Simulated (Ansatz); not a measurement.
## A family of molecules: the dipole moment

One atom is swapped for its congeners: NO (nitric oxide); NS (Mononitrogen monosulfide); NSe. All are doublets with charge 0.

Shapes, held fixed at every level: PBE0-D4/def2-TZVP. Programs: Ansatz 0.2.0. Values in D.

```
               level    NO    NS   NSe
   PBE-D4/def2-TZVPP  0.25  1.83  2.11
r2SCAN-D4/def2-TZVPP  0.18  1.80  2.05
 B3LYP-D4/def2-TZVPP  0.14  1.89  2.16
  wB97M-V/def2-TZVPP  0.14  1.92  2.21
            measured  0.15  1.81     –
```

At wB97M-V/def2-TZVPP the dipole moment rises at every step, from 0.14 to 2.21 D. Every level shows the same order. Measured values: NIST CCCBDB. Open shells run unrestricted unless RO is named. Relativity is left out for Se unless named. Magnitudes only: a dipole under 1 D may point either way.
